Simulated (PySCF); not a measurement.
This PySCF input asks for the NMR shieldings of `Cl[B-](Cl)(Cl)Cl`, [BCl$_{4}$]-; the geometry comes from PBE0-D3(BJ)/def2-SVP.

```python
import basis_set_exchange as bse
import numpy as np
from pyscf import gto, dft
from pyscf.prop import nmr

atoms = """
Cl    1.769005   -0.625046   -0.233914
B     0.018837   -0.021277   -0.019470
Cl   -1.169786   -1.361372   -0.534368
Cl   -0.273349    0.414533    1.769129
Cl   -0.252607    1.488392   -1.077867
"""
names = dict.fromkeys(["Cl", "B"], "pcSseg-2")
basis = {el: gto.basis.parse(bse.get_basis(n, elements=[el], fmt="nwchem")) for el, n in names.items()}
mol = gto.M(atom=atoms, basis=basis, charge=-1, verbose=0)
mf = dft.RKS(mol, xc="HYB_GGA_XC_WB97X_D")
mf.grids.level = 2
mf.grids.alignment = dft.numint.BLKSIZE   # the property module wants whole blocks of grid points
mf.conv_tol = 1e-9
mf.kernel()

calc = nmr.RKS(mf)   # GIAO
C = mf.mo_coeff
Co = C[:, mf.mo_occ > 0]
resp = mf.gen_response(singlet=True, hermi=2)
def vind(x):   # induced exchange potential for any number of trial vectors
    d = np.einsum("pi,xij,qj->xpq", C, 2 * x.reshape(-1, C.shape[1], Co.shape[1]), Co, optimize=True)
    return np.einsum("xpq,pi,qj->xij", resp(d - d.transpose(0, 2, 1)), C, Co, optimize=True).ravel()
mo1, _ = nmr.rhf.solve_mo1(calc, with_cphf=vind)
sigma = calc.kernel(mo1)
for i, s in enumerate(sigma):   # ppm
    w = np.linalg.eigvalsh((s + s.T) / 2)
    print("%2d %-2s iso %8.1f  s11 %8.1f  s22 %8.1f  s33 %8.1f" % (i, mol.atom_pure_symbol(i), w.mean(), *w))
```

Q: What are the results?

A: 
```
 0 Cl iso    772.5  s11    666.1  s22    666.4  s33    985.1
 1 B  iso     87.0  s11     87.0  s22     87.0  s33     87.1
 2 Cl iso    772.4  s11    666.0  s22    666.1  s33    985.0
 3 Cl iso    772.1  s11    665.6  s22    665.8  s33    985.0
 4 Cl iso    772.2  s11    665.8  s22    666.0  s33    984.9
```

These numbers come from an equivalent density-fitted implementation of the same equations, which agrees with the script to about 0.01 ppm for H and up to a few tenths of a ppm for heavy atoms, so last digits may differ.

Q: Turn these shieldings into chemical shifts. δ = σ(ref) − σ, references computed at the same level: HCl for 35Cl (σ = 935.79 ppm); BF3·OEt2 for 11B (σ = 99.96 ppm).

A: Averaging equivalent atoms: Cl 0/2/3/4: 163; B 1: 12.9 ppm. 

Size and cost of the density-fitted run: 208 basis functions, 23 s wall time on 1 thread of an Intel Xeon Platinum 8488C, shared host; peak memory 0.86 GiB.
